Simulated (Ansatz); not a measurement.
`[Br][Ge][Br]` and `[Cl][Ge][Br]` differ in one atom or group.

Ansatz, PBE0-D4/def2-TZVP geometries, multiplicity 1. 

Scalar relativity is left out up to krypton.

```tsv
property	`[Br][Ge][Br]`
HOMO–LUMO gap (PBE0/def2-TZVPP) / eV	4.58
HOMO energy (ωB97M-V/def2-TZVPP) / eV	-9.81
LUMO energy (PBE/def2-TZVPP) / eV	-3.90
LUMO energy (PBE0/def2-TZVPP) / eV	-3.22
HOMO energy (PBE0/def2-TZVPP) / eV	-7.79
size of the dipole moment (ωB97M-V/def2-TZVPP) / D	1.98
```

(1) What does the change do to each property? (An estimate is asked.)

Answers

(1) Ansatz gave: 
| property | `[Cl][Ge][Br]` | shift |
| --- | --- | --- |
| HOMO–LUMO gap (PBE0/def2-TZVPP) / eV | 4.78 | 0.20 |
| HOMO energy (ωB97M-V/def2-TZVPP) / eV | -9.96 | -0.15 |
| LUMO energy (PBE/def2-TZVPP) / eV | -3.85 | 0.05 |
| LUMO energy (PBE0/def2-TZVPP) / eV | -3.15 | 0.07 |
| HOMO energy (PBE0/def2-TZVPP) / eV | -7.93 | -0.14 |
| size of the dipole moment (ωB97M-V/def2-TZVPP) / D | 2.05 | 0.07 |

With PBE0 the HOMO falls by 0.14 eV and the LUMO rises by 0.07 eV, so the gap widens by about 0.21 eV. PBE moves the HOMO by -0.10 eV and ωB97M-V by -0.15 eV. Dipoles are sizes alone; their direction can turn.

Spin–orbit coupling is left out; it splits and shifts lone-pair levels of the heavy atoms by tenths of an eV.
